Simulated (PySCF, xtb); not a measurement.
CuCl₂, SMILES [Cu-]([Cl])[Cl], charge -1, multiplicity 1.

Harmonic wavenumbers (cm⁻¹) from GFN2-xTB (xtb) at its own minimum, in rising order: 98, 98, 224, 381.

**Question.** What does PySCF with ωB97X-D3(BJ)/def2-SVPD give at its own minimum? (Estimate from the structure and the level; the computed values follow.)

**Answer.** 95, 95, 281, 388. Paired by order, the mean absolute difference is 17 cm⁻¹ and the zero-point energies are 1.1 and 1.2 kcal/mol.
